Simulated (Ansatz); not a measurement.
Conformers of `CC[O][SbH][O]C`, each relaxed with PBE0-D4/def2-TZVP in Ansatz. CBS adds the triple-zeta coupled-cluster correction to the MP2 limit.

Elements past krypton have def2 core potentials. Outer-core shells of Sb are correlated without core-valence functions. Spin–orbit coupling is left out.

Not all of them had a frequency check.

Conformer A:

```xyz
15

C    -1.481    0.740   -2.158
C    -0.213    0.466   -1.380
O    -0.434    0.517    0.016
Sb   -0.850   -1.148    0.969
O     0.969   -1.619    1.498
C     1.788   -0.660    2.128
H    -2.228   -0.037   -1.974
H    -1.278    0.766   -3.232
H    -1.907    1.700   -1.861
H     0.541    1.227   -1.610
H     0.217   -0.499   -1.688
H    -1.183   -0.225    2.386
H     1.363   -0.334    3.087
H     1.935    0.226    1.502
H     2.761   -1.120    2.318
```

Conformer B:

Cartesian coordinates in Å:
```
C -1.960 -1.665 -0.387
C -1.204 -0.411 -0.754
O -0.739 0.208 0.429
Sb -0.118 2.067 0.330
O 1.711 1.726 -0.266
C 2.509 0.792 0.426
H -2.315 -2.176 -1.286
H -1.315 -2.349 0.168
H -2.821 -1.423 0.239
H -1.858 0.266 -1.325
H -0.357 -0.662 -1.407
H 0.256 2.001 2.012
H 2.684 1.101 1.465
H 2.055 -0.205 0.440
H 3.474 0.729 -0.084
```

Task: Which is lowest in electronic energy at CCSD(T)/CBS (frozen core, def2 sets), and by how much? (Estimate.)

Result: Computed: B; A lies 1.3 kJ/mol higher. Gaps under about 2 kJ/mol don't settle the order.

Task: Give the energies relative to B (kJ/mol) with PBE0-D4/def2-TZVPP, B3LYP-D4/def2-TZVPP, ωB97M-V/def2-TZVPP, B2PLYP/def2-TZVPP, PBE0/def2-TZVPP, MP2/def2-TZVPP, CCSD(T)/def2-TZVPP. (Best estimate.)

Result: Ansatz gave: 
```
              level    A
 PBE0-D4/def2-TZVPP  1.0
B3LYP-D4/def2-TZVPP  0.9
 ωB97M-V/def2-TZVPP  1.3
  B2PLYP/def2-TZVPP  1.8
    PBE0/def2-TZVPP  1.5
     MP2/def2-TZVPP  1.5
 CCSD(T)/def2-TZVPP  1.3
```

B3LYP here is the variant with VWN-RPA as its local correlation; programs differ in this.
